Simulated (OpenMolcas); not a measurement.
A run on Hf²⁺.

* Program: OpenMolcas
* Method: SS-CASPT2, IPEA 0.3 Eh, no level shift (closed shells correlated: 4f 5s 5p)
* Basis: ANO-R1 [7s5p4d2f]
* Scalar Hamiltonian: X2C, finite nucleus
* Active space: 2 electrons in 5 orbitals (5d)
* State averaging: 2S+1 = 3 even, 10 roots; 2S+1 = 1 even, 15 roots kept (CI in the orbitals of an earlier block)
* Spin-orbit coupling: RASSI with atomic mean-field integrals over the reference wave functions, term energies averaged over their components

First CASPT2 step and the start of its output:

```
&CASPT2
Multistate=10 1 2 3 4 5 6 7 8 9 10
Frozen=14 9
IPEA=0.3
MaxIter=60
WThr=0.0 0.3 0.05
PrWF=0.5
NoMix
```

```
--- CASPT2 ---
Orbital specifications:
      -----------------------

      Symmetry species                           1   2
                                                ag  au
      Frozen orbitals                           14   9
      Inactive orbitals                          1  10
      Active orbitals                            5   0
      Secondary orbitals                         7  10
      Deleted orbitals                           0   0
      Number of basis functions                 27  29
Type of calculation                        MS-CASPT2
      Fock operator                              state-specific
      IPEA shift                                 0.30
      Real shift                                 0.00
      Imaginary shift                            0.00
      The input orbitals will be transformed to quasi-canonical
Reference energy:      -15072.8784814387
      E2 (Non-variational):      -0.2668002958
      E2 (Variational):          -0.2668002493
      Total energy:          -15073.1452816880
      Residual norm:              0.0000008528
      Reference weight:           0.94660
      Contributions to the CASPT2 correlation energy
      Active & Virtual Only:         -0.0017287283
      One Inactive Excited:          -0.0344640870
      Two Inactive Excited:          -0.2306074805
Reference energy:      -15072.8784814387
      E2 (Non-variational):      -0.2666826914
      E2 (Variational):          -0.2666826526
      Total energy:          -15073.1451640913
      Residual norm:              0.0000007282
      Reference weight:           0.94668
      Contributions to the CASPT2 correlation energy
      Active & Virtual Only:         -0.0017054754
      One Inactive Excited:          -0.0343953996
...
```

Over all roots the printed reference weights run from 0.47 to 0.95, and roots that are degenerate in the reference spread by up to 150 cm-1.

**Question.** Did the run give usable levels, and if not, why?

**Answer.** No. The equations converged, but the reference weight falls to 0.47 for at least one root against 0.95 for the best. A drop of that size marks an intruder state, so the energies of such roots and the levels built on them can't be trusted.
